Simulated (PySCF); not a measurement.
Si(H)(Me)2(PH2) (C2H9PSi), SMILES P[SiH](C)C.

Geometry optimised at PBE-D3(BJ)/def2-SVP. One conformer was computed; it need not be the lowest.

Computed with PBE-D3(BJ)/def2-SVP (PySCF).

Frequencies are harmonic and unscaled.

Computed harmonic wavenumbers and intensities:
```json
[
 {"mode": "1", "ν (cm⁻¹)": "125", "IR (km/mol)": "1.8", "moving atoms (share of kinetic energy)": "H 89 %"},
 {"mode": "2", "ν (cm⁻¹)": "154", "IR (km/mol)": "1.1", "moving atoms (share of kinetic energy)": "H 66 %, C 19 %, P 9 %"},
 {"mode": "3", "ν (cm⁻¹)": "159", "IR (km/mol)": "1.3", "moving atoms (share of kinetic energy)": "H 65 %, C 16 %, P 11 %, Si 8 %"},
 {"mode": "4", "ν (cm⁻¹)": "164", "IR (km/mol)": "1.2", "moving atoms (share of kinetic energy)": "H 85 %"},
 {"mode": "5", "ν (cm⁻¹)": "182", "IR (km/mol)": "1.3", "moving atoms (share of kinetic energy)": "H 46 %, C 32 %, P 14 %, Si 8 %"},
 {"mode": "6", "ν (cm⁻¹)": "209", "IR (km/mol)": "1.9", "moving atoms (share of kinetic energy)": "H 36 %, Si 33 %, C 30 %"},
 {"mode": "7", "ν (cm⁻¹)": "414", "IR (km/mol)": "4.5", "moving atoms (share of kinetic energy)": "P 46 %, Si 36 %, H 10 %"},
 {"mode": "8", "ν (cm⁻¹)": "559", "IR (km/mol)": "22.1", "moving atoms (share of kinetic energy)": "H 96 %"},
 {"mode": "9", "ν (cm⁻¹)": "585", "IR (km/mol)": "11.8", "moving atoms (share of kinetic energy)": "H 95 %"},
 {"mode": "10", "ν (cm⁻¹)": "620", "IR (km/mol)": "1.2", "moving atoms (share of kinetic energy)": "H 91 %"},
 {"mode": "11", "ν (cm⁻¹)": "640", "IR (km/mol)": "12.7", "moving atoms (share of kinetic energy)": "C 54 %, H 26 %, Si 20 %"},
 {"mode": "12", "ν (cm⁻¹)": "685", "IR (km/mol)": "8.1", "moving atoms (share of kinetic energy)": "H 45 %, C 39 %, Si 16 %"},
 {"mode": "13", "ν (cm⁻¹)": "751", "IR (km/mol)": "10.6", "moving atoms (share of kinetic energy)": "H 71 %, C 14 %, Si 13 %"},
 {"mode": "14", "ν (cm⁻¹)": "772", "IR (km/mol)": "12.4", "moving atoms (share of kinetic energy)": "H 72 %, Si 14 %, C 13 %"},
 {"mode": "15", "ν (cm⁻¹)": "830", "IR (km/mol)": "58.5", "moving atoms (share of kinetic energy)": "H 66 %, C 23 %, Si 11 %"},
 {"mode": "16", "ν (cm⁻¹)": "853", "IR (km/mol)": "159.9", "moving atoms (share of kinetic energy)": "H 75 %, C 14 %, Si 10 %"},
 {"mode": "17", "ν (cm⁻¹)": "869", "IR (km/mol)": "84.6", "moving atoms (share of kinetic energy)": "H 80 %, C 11 %, Si 8 %"},
 {"mode": "18", "ν (cm⁻¹)": "1046", "IR (km/mol)": "16.7", "moving atoms (share of kinetic energy)": "H 97 %"},
 {"mode": "19", "ν (cm⁻¹)": "1209", "IR (km/mol)": "23.6", "moving atoms (share of kinetic energy)": "H 78 %, C 21 %"},
 {"mode": "20", "ν (cm⁻¹)": "1217", "IR (km/mol)": "9.2", "moving atoms (share of kinetic energy)": "H 80 %, C 20 %"},
 {"mode": "21", "ν (cm⁻¹)": "1377", "IR (km/mol)": "0.5", "moving atoms (share of kinetic energy)": "H 96 %"},
 {"mode": "22", "ν (cm⁻¹)": "1378", "IR (km/mol)": "2.7", "moving atoms (share of kinetic energy)": "H 96 %"},
 {"mode": "23", "ν (cm⁻¹)": "1386", "IR (km/mol)": "5.5", "moving atoms (share of kinetic energy)": "H 96 %"},
 {"mode": "24", "ν (cm⁻¹)": "1391", "IR (km/mol)": "6.1", "moving atoms (share of kinetic energy)": "H 96 %"},
 {"mode": "25", "ν (cm⁻¹)": "2138", "IR (km/mol)": "115.9", "moving atoms (share of kinetic energy)": "H 97 %"},
 {"mode": "26", "ν (cm⁻¹)": "2302", "IR (km/mol)": "40.9", "moving atoms (share of kinetic energy)": "H 97 %"},
 {"mode": "27", "ν (cm⁻¹)": "2321", "IR (km/mol)": "53.4", "moving atoms (share of kinetic energy)": "H 97 %"},
 {"mode": "28", "ν (cm⁻¹)": "2970", "IR (km/mol)": "4.4", "moving atoms (share of kinetic energy)": "H 97 %"},
 {"mode": "29", "ν (cm⁻¹)": "2974", "IR (km/mol)": "3.6", "moving atoms (share of kinetic energy)": "H 97 %"},
 {"mode": "30", "ν (cm⁻¹)": "3068", "IR (km/mol)": "3.8", "moving atoms (share of kinetic energy)": "H 91 %, C 9 %"},
 {"mode": "31", "ν (cm⁻¹)": "3071", "IR (km/mol)": "4.4", "moving atoms (share of kinetic energy)": "H 91 %, C 9 %"},
 {"mode": "32", "ν (cm⁻¹)": "3079", "IR (km/mol)": "3.3", "moving atoms (share of kinetic energy)": "H 91 %, C 9 %"},
 {"mode": "33", "ν (cm⁻¹)": "3081", "IR (km/mol)": "2.2", "moving atoms (share of kinetic energy)": "H 91 %, C 9 %"}
]
```
